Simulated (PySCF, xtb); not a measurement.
ClH5Si2, SMILES Cl[SiH2][SiH3].

Harmonic wavenumbers (cm⁻¹) from GFN2-xTB (xtb) at its own minimum, in rising order: 39, 118, 357, 414, 462, 476, 518, 583, 671, 773, 801, 811, 827, 2206, 2232, 2243, 2246, 2247.

Problem. What does PySCF 2.14.0 with B3LYP-D3(BJ)/def2-SVP give at its own minimum? (Estimate from the structure and the level; the computed values follow.)

Solution. 113, 117, 361, 413, 515, 543, 595, 707, 816, 889, 938, 941, 954, 2208, 2221, 2224, 2225, 2234. Paired by order, the mean absolute difference is 62 cm⁻¹ and the zero-point energies are 25.8 and 27.2 kcal/mol.
